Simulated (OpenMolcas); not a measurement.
5d⁵ along the 73-electron sequence

| Item | Value |
| --- | --- |
| Program | OpenMolcas 26.06 |
| Method | MS-CASPT2, IPEA 0.25 Eh, imaginary shift 0.1 Eh |
| Basis | ANO-RCC-VTZP |
| Scalar Hamiltonian | DKH2, point nucleus |
| Spin-orbit coupling | RASSI with atomic mean-field integrals over the reference wave functions, term energies averaged over their components |

Active space for each ion: 5 electrons in 10 orbitals (5d 6d); closed shells correlated by CASPT2: 5s 5p.

Computed levels in cm-1 above ⁶S_5/2:

```tsv
Level	Ir4+	Pt5+	Au6+
⁴G_7/2	23490	25520	27650
⁴G_11/2	25060	27430	29920
⁴G_9/2	25960	28650	31570
⁴P_1/2	27520	30370	33410
⁴D_7/2	30940	34580	38600
⁴D_1/2	35220	39850	45150
²I_11/2	36670	40680	45250
²I_13/2	40440	45120	50430
²H_9/2	46650	51950	57800
weight of ⁶S in the lowest level (%)	85	81	75
```

Mixed levels, with the weight of the term that names them: Ir4+ ⁴G_7/2 (64 %), Ir4+ ⁴P_1/2 (60 %), Ir4+ ⁴D_7/2 (65 %), Ir4+ ⁴D_1/2 (65 %), Ir4+ ²I_11/2 (73 %), Ir4+ ²H_9/2 (51 %), Pt5+ ⁴G_7/2 (60 %), Pt5+ ⁴G_11/2 (74 %), Pt5+ ⁴P_1/2 (59 %), Pt5+ ⁴D_7/2 (59 %), Pt5+ ⁴D_1/2 (66 %), Pt5+ ²I_11/2 (70 %), Pt5+ ²H_9/2 (52 %), Au6+ ⁶S_5/2 (75 %), Au6+ ⁴G_7/2 (55 %), Au6+ ⁴G_11/2 (69 %), Au6+ ⁴G_9/2 (74 %), Au6+ ⁴P_1/2 (59 %), Au6+ ⁴D_7/2 (50 %), Au6+ ⁴D_1/2 (68 %), Au6+ ²I_11/2 (67 %), Au6+ ²H_9/2 (52 %).

⁴G_7/2 changes by a factor of 1.18 over the same range, with steps per unit of Z of +2030, +2130 cm-1.

CASPT2 breaks the degeneracy within a term, and the mean is taken; among the terms shown or strongly mixed into the levels shown the widest spread is 640 cm-1 (5d⁵ ²I, Pt5+). Active for correlation alone: 6d; no level in the range computed is led by a configuration that fills it, so any true level of that kind is missing. Blocks of more than 70 roots (2S+1 = 2 even) ran without multistate coupling (holds for Au6+). Levels of configurations outside the active space are missing.
